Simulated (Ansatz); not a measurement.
Input (CCSDT/aug-cc-pVTZ; Ansatz, a program for electronic structure):

Ansatz 0.2 input:
```yaml
crystal:
  periodic: [false, false, false]
  atoms:
    - {symbol: C, position_ang: [0.00000000, 0.00000000, 0.00000000]}
basis:
  gaussian:
    orbitals: aug-cc-pVTZ
total_charge: 1
magnetization: {spin_polarized: true, initial_magnetization: 1}
correlation: {method: ccsdt, electrons: outside_noble_gas}
scf: {lower_state_search: full}
```

Output:

```
Functional definition: HF
integrals: 0.03 GiB planned
445 factors; integrals over basis functions are off by at most 2.0e-8 eV
mean field: 0.07 GiB planned
mean field evaluation 1: about -1014.5827 eV, gradient 5.9e0 eV
mean field evaluation 2: about -1014.5829 eV, gradient 5.9e0 eV
mean field evaluation 4: about -1014.8471 eV, gradient 2.0e-1 eV
mean field evaluation 8: about -1014.8476 eV, gradient 4.0e-4 eV
mean field evaluation 16: about -1014.8476 eV, gradient 6.3e-3 eV
mean field evaluation 32: about -1014.8476 eV, gradient 1.6e-2 eV
mean field evaluation 64: about -1005.3208 eV, gradient 7.1e0 eV
mean field evaluation 96: about -1006.8882 eV, gradient 1.2e-1 eV
mean field -1014.84755727 eV, -37.2949598413 hartree, gradient 1.2e-6 eV, S^2 0.756611; 9 other end points of the search recorded, 0 dependent functions left out
1 core orbitals not correlated
reference -1014.84755727 eV, -37.2949598413 hartree; 2, 1 occupied and 43, 44 virtual orbitals, 445 factors
second order -1.38733148 eV of doubles, -0.00000000 eV of singles
coupled cluster: 0.20 GiB planned
cycle   1  -1.75367959 eV  change   -3.7e-1 eV  update   5.5e-2
cycle   2  -2.06545424 eV  change   -3.1e-1 eV  update   2.9e-2
cycle   3  -2.06981516 eV  change   -4.4e-3 eV  update   3.8e-3
cycle   4  -2.07386632 eV  change   -4.1e-3 eV  update   7.4e-4
cycle   5  -2.07250923 eV  change    1.4e-3 eV  update   1.8e-4
cycle   6  -2.07252394 eV  change   -1.5e-5 eV  update   4.1e-5
cycle   7  -2.07258748 eV  change   -6.4e-5 eV  update   1.1e-5
cycle   8  -2.07256569 eV  change    2.2e-5 eV  update   3.0e-6
cycle   9  -2.07256639 eV  change   -7.0e-7 eV  update   6.7e-7
cycle  10  -2.07256724 eV  change   -8.5e-7 eV  update   1.7e-7
cycle  11  -2.07256747 eV  change   -2.2e-7 eV  update   5.5e-8
Total energy: -1016.92012474 eV, -37.3711252909 hartree
```
